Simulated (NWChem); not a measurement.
# BeH$_{2}$; SMILES [BeH2]

```xyz
3

Be     0.0000     0.0000     0.0000
H      0.0000     0.0000     1.3303
H      0.0000     0.0000    -1.3303
```
Atoms are numbered in this order, from 1.

All runs: NWChem. All runs use the structure optimised with B3LYP/6-31G* (spherical d). GIAO values for the isolated, static molecule; σ is the absolute isotropic shielding, δ = σ(reference) − σ with the isolated reference molecule computed at the same levels (1H: tetramethylsilane).

Task: What does the run give for KT2/pcSseg-1? Quantities: σ Be1 (ppm); δ H2 (ppm).

Result: 
```
Property     Value
-----------  -----
σ Be1 (ppm)   79.6
δ H2 (ppm)    3.45
```
